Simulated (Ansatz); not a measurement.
Reaction: CH3OSi (SMILES [SiH2]C=O, doublet) → CH3OSi (SMILES [SiH3][C]=O, doublet)
Each species at its own B3LYP-D3(BJ)/def2-TZVP minimum (Ansatz, a quantum-chemistry and plane-wave program).

Property: isomerisation energy (electronic), in kcal/mol. Radicals and triplets start from unrestricted determinants; spin-orbit coupling is neglected. CBS(X,Y): correlation extrapolated as X^-3, Hartree-Fock from the larger set. A bracket is a step between two methods taken in the basis named. The functionals are non-relativistic, so their misses hold any scalar relativity. Double hybrids freeze cores in their MP2 part. '+ core + X2C': CCSD(T) terms for core correlation (cc-pwCVTZ, 1s frozen past Ne) and scalar relativity (cc-pVTZ-DK). The UHF reference of CH3OSi (O=C[SiH2], doublet) is spin-contaminated (<S^2> up to 0.11 over the pure value in the sets run).

CCSD(T)/CBS(cc-pV(T+d)Z,cc-pV(Q+d)Z) + [CCSDT(Q) - CCSD(T)]/cc-pV(D+d)Z + core + X2C (Ansatz) gives -8.3 kcal/mol.

Question: How far off this value is PBE/def2-TZVPD (Ansatz), in which direction, and how far these levels: r2SCAN/def2-TZVPD, PBE0/def2-TZVPD, wB97M-V/def2-TZVPD, B2PLYP/def2-TZVPD, CCSD(T)/CBS(cc-pV(T+d)Z,cc-pV(Q+d)Z) + core + X2C?

Answer: PBE gives -4.9 kcal/mol, 3.4 kcal/mol above it. Differences of the others: r2SCAN/def2-TZVPD (Ansatz) 1.8; PBE0/def2-TZVPD (Ansatz) 2.1; wB97M-V/def2-TZVPD (Ansatz) -1.2; B2PLYP/def2-TZVPD (Ansatz) -0.9; CCSD(T)/CBS(cc-pV(T+d)Z,cc-pV(Q+d)Z) + core + X2C (Ansatz) -0.2 kcal/mol.
